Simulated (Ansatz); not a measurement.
Geometry optimisation, RKS PBE0/def2-SVP (Ansatz 0.2.0).

Input:

```yaml
crystal:
  periodic: [false, false, false]
  atoms:
    - { symbol: Ga, position_ang: [0.010006, -0.142077, 0.104973] }
    - { symbol: "N", position_ang: [-0.074577, -0.12983, 1.992263] }
    - { symbol: H, position_ang: [-0.936994, -0.213669, 2.518888] }
    - { symbol: H, position_ang: [0.736531, -0.262678, 2.588331] }
    - { symbol: H, position_ang: [1.460239, -0.179107, -0.483791] }
    - { symbol: C, position_ang: [-1.696248, -0.118993, -0.858489] }
    - { symbol: H, position_ang: [-2.131586, -1.132451, -0.864805] }
    - { symbol: H, position_ang: [-2.414661, 0.549222, -0.360032] }
    - { symbol: H, position_ang: [-1.577785, 0.203924, -1.903672] }
    - { symbol: H, position_ang: [-0.134201, 2.547958, 0.771306] }
    - { symbol: H, position_ang: [-0.119723, 2.016203, 1.259627] }
basis:
  gaussian: { orbitals: def2-SVP }
hamiltonian:
  xc: pbe0
relax:
  f_tol: 0.03
  max_steps: 50
```

Command:

```bash
$ ansatz run input.yaml --threads 2 --pin off --max-ram 3072MiB --backend cpu --events-out ev --progress --plain --runs-dir out
```

Problem. Where does it end, and by what steps?

Solution. It converged. The force dipped under the threshold on the way, but the program's further checks kept it going. After 19 steps the energy has fallen by 0.217 eV; H10 moved furthest, 1.64 Å.

```csv
step,energy less start (eV),largest force component (eV/Å),accepted
0,0.0000,1.516,yes
1,-0.1361,0.638,yes
2,-0.1696,0.226,yes
3,-0.1763,0.207,yes
4,-0.1819,0.178,yes
5,-0.1911,0.128,yes
6,-0.1983,0.047,yes
7,-0.1937,0.698,no
8,-0.2020,0.055,yes
9,-0.2041,0.270,yes
10,-0.2076,0.144,yes
11,-0.2072,0.191,no
12,-0.2109,0.074,yes
13,-0.2129,0.027,yes
14,-0.2145,0.148,yes
15,-0.2152,0.160,yes
16,-0.2158,0.099,yes
17,-0.2164,0.035,yes
18,-0.2165,0.052,yes
19,-0.2172,0.023,yes
```

```xyz
11
Properties=species:S:1:pos:R:3
Ga -0.104 -0.543 -0.022
N -0.098 0.130 1.670
H -0.930 0.429 2.168
H 0.711 0.132 2.279
H 1.285 -1.040 -0.554
C -1.798 -0.559 -1.014
H -2.039 -1.581 -1.350
H -2.636 -0.186 -0.406
H -1.719 0.068 -1.916
H 0.250 3.515 2.044
H 0.199 2.775 1.866
```

The run took 81 s on 2 threads of Arm Neoverse N1, with other jobs on the host, peak memory 0.21 GiB.
